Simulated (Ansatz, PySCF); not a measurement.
Breaking the Se1–H2 bond in H2OSe (SMILES O[SeH]) (multiplicity 1 held, fragments rigid). Energies count from the point at 1.482 Å.
Geometry at that point (charge 0, multiplicity 1):
```xyz
4

Se    -0.2423    -0.0634     0.2813
H     -1.3282    -0.3874    -0.6732
O      1.0652     0.1787    -0.9608
H      1.0461     1.1122    -1.2051
```

Restricted levels (R-, RO-) in cc, def2 and unpolarised 6-31G sets keep to the state of the molecule at rest. Unrestricted levels (U-) break spin symmetry where that is lower. Curves can end on different states.

Frozen-core correlation. Filled d and f shells under p-block atoms count as core. Rows in 3-21G carry no dispersion term and start afresh at each structure; the Pople sets are all-electron and without relativity.

Run with Ansatz (Gaussian basis) for Hartree–Fock, density functionals and correlated methods; PySCF for 3-21G rows. Values without a source in brackets are computed.

| level | energy at R = 4.741 Å (kcal/mol) |
|---|---|
| R-HF/3-21G | 166.72 |
| R-HF/cc-pVTZ | 168.23 |
| U-HF/cc-pVTZ | 53.82 |
| U-r2SCAN/cc-pVTZ | 73.49 |
| U-B3LYP/cc-pVTZ | 73.52 |
| R-wB97X-V/cc-pVTZ | 149.42 |
| R-MP2/cc-pVTZ | 90.93 |
| U-MP2/cc-pVTZ | 72.71 |
| R-SCS-MP2/cc-pVTZ | … |

**Question.** Complete the blanks.

**Answer.** 
- R-SCS-MP2/cc-pVTZ, energy at R = 4.741 Å (kcal/mol): 78.00

Doubts at one or more of the structures used: a restricted determinant that unrestricted orbitals would lower (R-HF/3-21G, R-HF/cc-pVTZ, R-wB97X-V/cc-pVTZ, R-MP2/cc-pVTZ, R-SCS-MP2/cc-pVTZ); a spin-contaminated determinant (U-HF/cc-pVTZ, U-r2SCAN/cc-pVTZ, U-B3LYP/cc-pVTZ, U-MP2/cc-pVTZ).

Ansatz is a first-principles code.
